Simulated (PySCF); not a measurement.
Electronic structure of Sb (antimony, neutral) at the UHF level

Configuration: [Kr] 4d10 5s1 5p3 5d1, high-spin 6D determinant (an excited configuration). All numbers are calculated (PySCF 2.14, scalar relativity by spin-free X2C-1e, in aug-cc-pVQZ-DK3 (9s8p6d3f2g, 102 functions)).

| Item | Value |
| --- | --- |
| Total energy | -6477.308890 hartree |
| One-electron energy | -8891.2679 hartree |
| Hartree (Coulomb) energy | 2583.4588 hartree |
| Exchange energy | -169.4998 hartree |
| ⟨S²⟩ | 8.7538 |
| ⟨L²⟩ | 6.036 |
| Sum of ⟨r⟩ | 39.11 bohr |
| Sum of ⟨r²⟩ | 83.28 bohr² |
| Traceless quadrupole moment −½Σ⟨3z² − r²⟩ along its main axis | 9.35 e·bohr² |
| Langevin diamagnetic susceptibility | -66.0 ×10⁻⁶ cm³/mol |

| shell | electrons | mean orbital energy (eV) | spread (eV) | rms radius, mean of both spins (bohr) |
| --- | --- | --- | --- | --- |
| 1s α | 1 | -30642.4 | 0 | 0.0325 |
| 1s β | 1 | -30642.2 | 0 | 0.0325 |
| 2s α | 1 | -4761.8 | 0 | 0.133 |
| 2s β | 1 | -4761.6 | 0 | 0.133 |
| 2p α | 3 | -4271.3 | 0.001 | 0.118 |
| 2p β | 3 | -4271.1 | 0.012 | 0.118 |
| 3s α | 1 | -977.97 | 0 | 0.351 |
| 3s β | 1 | -977.59 | 0 | 0.351 |
| 3p α | 3 | -813.69 | 0.025 | 0.352 |
| 3p β | 3 | -813.38 | 0.025 | 0.352 |
| 3d α | 5 | -562.18 | 0.037 | 0.331 |
| 3d β | 5 | -562.08 | 0.027 | 0.331 |
| 4s α | 1 | -180.99 | 0 | 0.843 |
| 4s β | 1 | -180.05 | 0 | 0.843 |
| 4p α | 3 | -128.17 | 0.029 | 0.911 |
| 4p β | 3 | -127.49 | 0.060 | 0.911 |
| 4d α | 5 | -48.683 | 0.122 | 1.11 |
| 4d β | 5 | -48.020 | 0.086 | 1.11 |
| 5s α | 1 | -24.327 | 0 | 2.36 |
| 5p α | 3 | -12.782 | 0.030 | 2.85 |
| 5d α | 1 | -1.881 | 0 | 5.70 |

The outer electron is Rydberg-like, and this basis confines it to a smaller radius and binds it less than a complete one would.

Densities and radii are taken from the X2C orbitals without a picture-change correction, which distorts them close to the nucleus.

Spin-orbit constants ζ (cm⁻¹) from the X2C one-electron operator on these orbitals: bare nucleus, nucleus screened by l(l+1)(2l+1)/3 electrons, and screened by the Breit-Pauli mean field of the electrons.

| shell | bare | screened nucleus | mean field |
| --- | --- | --- | --- |
| 2p | 1347000 | 1295000 | n/a |
| 3p | 251800 | 241900 | n/a |
| 3d | 37980 | 30530 | n/a |
| 4p | 44080 | 42360 | n/a |
| 4d | 4737 | 3808 | n/a |
| 5p | 3593 | 3452 | n/a |
| 5d | 95.03 | 76.39 | n/a |

To first order the Landé constant is A = 15.28 cm⁻¹, so the lowest level has J = 1/2 and lies 0.0133 eV below the centre of the term. This holds in LS coupling only.
